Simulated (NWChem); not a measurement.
The numbers come from NWChem runs, not from measurements. System: silicon monosulfide (SSi), charge 0, spin multiplicity 1, at a geometry optimised with PBE0/def2-SVP. Level: RHF/def2-TZVP.

The NWChem input:

```
start mol
memory heap 200 mb stack 800 mb global 1000 mb
geometry units angstroms nocenter noautoz
  Si     0.000000     0.000000     1.034479
  S      0.000000     0.000000    -0.905170
  symmetry group C2v
end
basis spherical
  * library def2-tzvp
end
scf
  rhf
  nopen 0
  maxiter 100
  thresh 1e-7
  semidirect memsize 60000000 filesize 0
end
task scf energy
```

NWChem printed:

```
             Northwest Computational Chemistry Package (NWChem) 7.3.0
             --------------------------------------------------------

                                NWChem Input Module
                                -------------------

 Scaling coordinates for geometry "geometry" by  1.889725989
 (inverse scale =  0.529177249)

 Turning off AUTOSYM since
 SYMMETRY directive was detected!

                             Geometry "geometry" -> ""
                             -------------------------

 Output coordinates in angstroms (scale by  1.889725989 to convert to a.u.)

  No.       Tag          Charge          X              Y              Z
 ---- ---------------- ---------- -------------- -------------- --------------
    1 Si                  14.0000     0.00000000     0.00000000     1.03447900
    2 S                   16.0000     0.00000000     0.00000000    -0.90517000

 Effective nuclear repulsion energy (a.u.)      61.1119350851

            Nuclear Dipole moment (a.u.)
            ----------------------------
        X                 Y               Z
 ---------------- ---------------- ----------------
     0.0000000000     0.0000000000    -0.0000264562

      Symmetry information
      --------------------

 Group name             C2v
 Group number             16
 Group order               4
 No. of unique centers     2

      Symmetry unique atoms

     1    2


 Summary of "ao basis" -> "" (spherical)
 ------------------------------------------------------------------------------
       Tag                 Description            Shells   Functions and Types
 ---------------- ------------------------------  ------  ---------------------
 *                         def2-tzvp                  on all atoms

 Summary of "ao basis" -> "ao basis" (spherical)
 ------------------------------------------------------------------------------
       Tag                 Description            Shells   Functions and Types
 ---------------- ------------------------------  ------  ---------------------
 Si                        def2-tzvp                13       37   5s5p2d1f
[...]
              MO Center= -1.8D-16,  9.5D-31, -5.0D-01, r^2= 1.9D+00
   Bfn.  Coefficient  Atom+Function         Bfn.  Coefficient  Atom+Function
  ----- ------------  ---------------      ----- ------------  ---------------
    52      0.446105  2 S  px                55      0.301935  2 S  px
    15      0.201008  1 Si px                49      0.197682  2 S  px
    43     -0.161032  2 S  px

 Vector   15  Occ=2.000000D+00  E=-3.866001D-01  Symmetry=b2
              MO Center= -1.1D-30,  2.5D-16, -5.0D-01, r^2= 1.9D+00
   Bfn.  Coefficient  Atom+Function         Bfn.  Coefficient  Atom+Function
  ----- ------------  ---------------      ----- ------------  ---------------
    53      0.446105  2 S  py                56      0.301935  2 S  py
    16      0.201008  1 Si py                50      0.197682  2 S  py
    44     -0.161032  2 S  py

 Vector   16  Occ=0.000000D+00  E= 2.470648D-02  Symmetry=b2
              MO Center=  7.2D-30, -8.9D-16,  8.7D-01, r^2= 4.0D+00
   Bfn.  Coefficient  Atom+Function         Bfn.  Coefficient  Atom+Function
  ----- ------------  ---------------      ----- ------------  ---------------
    19      0.740446  1 Si py                56     -0.435807  2 S  py
    16      0.309943  1 Si py                53     -0.184366  2 S  py

 Vector   17  Occ=0.000000D+00  E= 2.470648D-02  Symmetry=b1
              MO Center=  1.8D-15, -6.1D-30,  8.7D-01, r^2= 4.0D+00
   Bfn.  Coefficient  Atom+Function         Bfn.  Coefficient  Atom+Function
  ----- ------------  ---------------      ----- ------------  ---------------
    18      0.740446  1 Si px                55     -0.435807  2 S  px
    15      0.309943  1 Si px                52     -0.184366  2 S  px

 Vector   18  Occ=0.000000D+00  E= 1.394187D-01  Symmetry=a1
              MO Center= -2.4D-17,  4.1D-17,  8.4D-01, r^2= 6.9D+00
   Bfn.  Coefficient  Atom+Function         Bfn.  Coefficient  Atom+Function
  ----- ------------  ---------------      ----- ------------  ---------------
    42      1.897496  2 S  s                 20      1.679380  1 Si pz
     5     -1.603781  1 Si s                 57      0.888247  2 S  pz
    17      0.276854  1 Si pz                54      0.254753  2 S  pz
    28     -0.179493  1 Si d  0

 center of mass
 --------------
 x =   0.00000000 y =   0.00000000 z =   0.00004375

 moments of inertia (a.u.)
 ------------------
         200.462357521714           0.000000000000           0.000000000000
           0.000000000000         200.462357521714           0.000000000000
           0.000000000000           0.000000000000           0.000000000000

  Mulliken analysis of the total density
  --------------------------------------

    Atom       Charge   Shell Charges
 -----------   ------   -------------------------------------------------------
    1 Si  14    13.64   2.00  0.59  1.38  1.09  0.77  4.10  1.74  0.42  0.95  0.38  0.07  0.13  0.02
    2 S   16    16.36   2.01  0.49  1.48  1.05  0.79  4.18  1.69  0.87  2.36  1.37  0.02  0.05  0.00

       Multipole analysis of the density wrt the origin
       ------------------------------------------------

     L   x y z        total         open         nuclear
     -   - - -        -----         ----         -------
     0   0 0 0     -0.000000      0.000000     30.000000

     1   1 0 0      0.000000      0.000000      0.000000
     1   0 1 0     -0.000000      0.000000      0.000000
     1   0 0 1      0.924246      0.000000     -0.000026

     2   2 0 0    -18.998383      0.000000      0.000000
     2   1 1 0      0.000000      0.000000      0.000000
     2   1 0 1      0.000000      0.000000      0.000000
     2   0 2 0    -18.998383      0.000000      0.000000
     2   0 1 1     -0.000000      0.000000      0.000000
     2   0 0 2    -19.715087      0.000000    100.316121

 Task  times  cpu:        1.0s     wall:        1.0s

 Total times  cpu:        1.1s     wall:        1.1s
```
